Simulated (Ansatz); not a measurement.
Harmonic frequencies (cm⁻¹) at PBE0-D4/def2-TZVP from Ansatz: 68, 76, 165, 166, 177, 285, 313, 321, 459, 519, 561, 652, 772, 888, 934, 1017, 1021, 1022, 1027, 1047, 1049, 1295, 1298, 1446, 1447, 1672, 1674, 3136, 3136, 3149, 3150, 3224, 3224.

Each molecule was computed in one conformer, which needn't be the lowest.

Which molecule is it?
A. `CC(C)O[SiH3]`
B. `C=C[Si](F)(F)C=C`
C. `F[SiH2]N([SiH3])[SiH3]`
D. `CC[SiH2]N`

B.
